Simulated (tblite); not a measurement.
C$_{2}$H$_{6}$N (SMILES C[CH-]N), charge -1, singlet, at a GFN2-xTB geometry; GFN1-xTB (tblite).

The tblite input:
```
$ tblite run mol.xyz --method gfn1 --charge -1 --spin 0 --grad --json tblite.json --no-restart

# file mol.xyz
9

C      1.17379428    -0.29888506    -0.03064780
C     -0.00061861     0.69049820    -0.11946954
N     -1.28175622    -0.07360499     0.01875596
H      2.13180660     0.23713849     0.01082447
H      1.16758703    -1.00712786     0.84854650
H      1.20574491    -0.94467985    -0.92468513
H      0.04801484     1.28923134     0.84658688
H     -1.25328855    -0.75326842     0.80694167
H     -1.36662521    -0.65573752    -0.81880195
```

It wrote (shortened):

```
xTB calculator
 | screened Coulomb repulsion
 | Coulomb electrostatics
 |  * isotropic Klopman-Ohno-Mataga-Nishimoto electrostatics
 |  * onsite third-order electrostatics
 | DFT-D3(BJ) dispersion correction

halogen bonding energy    0.0000000000000E+00 Eh
repulsion energy          1.0378026512132E-01 Eh
dispersion energy        -1.9608080381403E-03 Eh
number of electrons       2.0000000000000E+01 e
integral cutoff           1.9731147476801E+01 bohr

------------------------------------------------------------
  cycle        total energy    energy error   density error
------------------------------------------------------------
      1     -10.73941448952  -1.0841234E+01   5.9021926E-01
      2     -10.77397332484  -3.4558835E-02   3.2851371E-01
      3     -10.77567143577  -1.6981109E-03   5.2393517E-02
      4     -10.77638063662  -7.0920086E-04   4.3865911E-03
      5     -10.77638954267  -8.9060426E-06   7.5165006E-04
      6     -10.77638983529  -2.9262003E-07   2.4607021E-04
      7     -10.77638986961  -3.4318907E-08   1.2791481E-05
------------------------------------------------------------

electronic energy        -1.0878209326689E+01 Eh
total energy             -1.0776389869606E+01 Eh

Post processing:
 | Mayer-Wiberg bond orders

[Info] Tight-binding results written to 'tblite.txt'
[Info] JSON dump of results written to 'tblite.json'
```
